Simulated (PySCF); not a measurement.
## Run times: bismuth in aug-cc-pwCVTZ-DK3

Measured wall times of calculations with PySCF 2.14 in aug-cc-pwCVTZ-DK3 (11s10p8d5f1g, 125 functions), with the spin-free X2C one-electron Hamiltonian (Gaussian nucleus), run from one Python driver. Hardware: 1 thread of Neoverse-V2 on a shared host, 1.3 GiB allowed. The two-electron integrals over 125 functions were computed once and kept in memory (37 CPU seconds with the set-up); the times below exclude them. Kohn-Sham runs start from converged Hartree-Fock orbitals.

Launch command (the driver calls PySCF for each step listed in the task file):

```bash
OMP_NUM_THREADS=1 python atomrun2.py TASK.json OUT
```

```tsv
species	step	iterations	wall time (s)
Bi²⁺ [Xe] 4f14 5d10 6s1 6p1 7s1	UHF with spin-orbit constants	10	4.8
Bi²⁺ [Xe] 4f14 5d10 6s1 6p1 7s1	LDA	8	5.1
Bi²⁺ [Xe] 4f14 5d10 6s1 6p1 7s1	PBE	8	9.3
Bi²⁺ [Xe] 4f14 5d10 6s1 6p1 7s1	PBE0	9	13
Bi²⁺ [Xe] 4f14 5d10 6s1 6p1 7s1	r2SCAN	12	28
Bi²⁺ [Xe] 4f14 5d10 6s1 6p1 7s1	MP2 (3 electrons)		0.39
```

Task: Roughly how long does MP2 (21 electrons) take for Bi²⁺ [Xe] 4f14 5d10 6s1 6p1 7s1 here?

Result: About 2.3 s.

Peak memory of the process: 0.8 GiB. Times on a shared host vary from run to run.
